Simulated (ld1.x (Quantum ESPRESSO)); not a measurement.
## Ti, TM: configuration errors across variants

| Property | Result |
| --- | --- |
| Element | titanium |
| Generator | ld1.x (Quantum ESPRESSO) 7.5 |
| Type | norm-conserving Troullier–Martins (Kleinman–Bylander form) |
| Functional | BLYP |
| Relativity | scalar-relativistic |
| Frozen core | [Ne] |
| Valence charge | 12 |
| Reference configuration | 3s2 3p6 3d2 4s1 4p1 |
| Partial waves | 3s (bound): rc 1.15 bohr; 3d (bound): rc 1.30 bohr; 3p (bound): rc 1.40 bohr |
| Local potential | the p channel |
| Core correction | none |

Occupied shells without a wave of their own: 4p, 4s. They enter only through the test configuration that unscreens the potential.

All-electron excitation energies from the reference (eV): (1) 3s2 3p6 3d2 4s2 4p0 -3.102; (2) 3s2 3p6 3d2 4s1 4p0 4.185; (3) 3s2 3p6 3d2 4s0 4p0 17.903; (4) 3s2 3p6 3d3 4s0 4p0 4.346; (5) 3s2 3p6 3d3 4s1 4p0 -1.989; (6) 3s1 3p6 3d2 4s2 4p0 66.261; (7) 3s2 3p6 3d0 4s0 4p0 88.113.

For the base: The 4p, 4s levels have no wave, so the channel is fitted at the deeper level alone: the likely source of the large errors.

On the changes marked as counting shells twice: ld1.x takes every shell without a wave as core, so the model core holds the marked electrons as well and exchange and correlation see them twice. This cancels in the reference configuration, but the file is broken for other ones, and its errors say nothing about a proper core correction.

Errors AE − PS in meV (a dash: test not solved or not reliable):

| change | (1) | (2) | (3) | (4) | (5) | (6) | (7) | bound ghosts |
| --- | --- | --- | --- | --- | --- | --- | --- | --- |
| base | +67 | -24 | -178 | -88 | -1.3 | +128 | -296 | none |
| core correction a·sin(br)/r model core inside 0.46 bohr (4p, 4s counted twice) | +54 | -140 | -635 | -311 | -18 | +64 | -1080 | none |
| core correction a·sin(br)/r model core inside 0.62 bohr (4p, 4s counted twice) | +54 | -140 | -634 | -311 | -18 | +65 | -1077 | none |
| core correction a·sin(br)/r model core inside 0.70 bohr (4p, 4s counted twice) | +54 | -140 | -634 | -311 | -18 | +66 | -1076 | none |
| core correction a·sin(br)/r model core inside 0.84 bohr (4p, 4s counted twice) | +54 | -140 | -634 | -311 | -17 | +67 | -1076 | none |
| core correction a·sin(br)/r model core inside 1.08 bohr (4p, 4s counted twice) | +54 | -140 | -634 | -311 | -17 | +67 | -1074 | none |
| core correction a·sin(br)/r model core inside 1.26 bohr (4p, 4s counted twice) | +54 | -140 | -634 | -311 | -17 | +67 | -1073 | none |
| core correction full core density, not smoothed (it rises at the typed radius of 1.42 bohr, so ld1.x skipped the fit) (4p, 4s counted twice) | +54 | -140 | -635 | -312 | -18 | +64 | -1081 | none |

(1) Give the same row for: core correction a·sin(br)/r model core inside 1.02 bohr (4p, 4s counted twice).

Results:

(1) +54, -140, -634, -311, -17, +67, -1075; bound ghosts: none. ld1.x takes every shell without a wave as core, so the model core holds the 4p, 4s electrons as well and exchange and correlation see them twice. This cancels in the reference configuration, but the file is broken for other ones, and its errors say nothing about a proper core correction.
